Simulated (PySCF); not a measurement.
Species: C8H12.
Numbering: `[CH:1](=[C:2]1[CH2:3][CH2:4]1)[CH:5]1[CH2:6][CH2:7][CH2:8]1`

NICS is the negative of the GIAO shielding at a point without a nucleus: at the ring centre (0) and 1 Å above and below it (1); zz is the component along the ring normal. Level: GIAO PBE0/pcSseg-1 (PySCF, non-relativistic, gas phase) on the GFN2-xTB geometry, one conformer.

Rings: 1. C2–C3–C4; 2. C5–C6–C7–C8.

```
set  NICS(0)  NICS(1), two faces  NICS(1)zz, two faces
  P      1.2           0.1 / 0.3             4.0 / 5.0
  Q    -31.9         -7.7 / -7.7         -19.1 / -19.1
```

Task: Which set (ppm) belongs to which ring?

Result: P = 2, Q = 1.
- 1 (3-membered carbocycle; formal bonds all single): mean NICS(1)zz -19.1 ppm, shielded. C3, C4 have four or more neighbours, so the value isn't read as a sign of a π ring current.
- 2 (4-membered carbocycle; formal bonds all single): mean NICS(1)zz 4.5 ppm, deshielded. C5, C6, C7, C8 have four or more neighbours; no verdict on aromaticity is drawn.

Task: How do the rings differ in shape?

Result: 
```csv
ring,bond lengths (Å),rms pucker (Å),HOMA,nearest outside atom to a NICS(1) probe (Å)
1,"1.465, 1.517, 1.464",0.00,–,hydrogen 1.46
2,"1.545, 1.535, 1.535, 1.545",0.08,–,hydrogen 1.53
```

Shape of the structure used: `[CH:1](=[C:2]1[CH2:3][CH2:4]1)[CH:5]1[CH2:6][CH2:7][CH2:8]1`: C2–C1–C5–C6 129°.
